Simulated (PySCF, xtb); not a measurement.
disilylmethane (CH₈Si₂), SMILES [SiH3]C[SiH3].

GFN2-xTB run with xtb 6.7.1 at its own geometry gives an orbital gap of 5.56 eV and a dipole moment of 0.37 D.

Geometry optimised at PBE-D3(BJ)/def2-SVP.

**Question.** What does B3LYP/def2-TZVPD (PySCF) give? (The exact figures need the calculation; the answer reports its results.)

**Answer.** gap 8.25 eV (levels -8.56 and -0.31 eV), dipole 0.84 D.
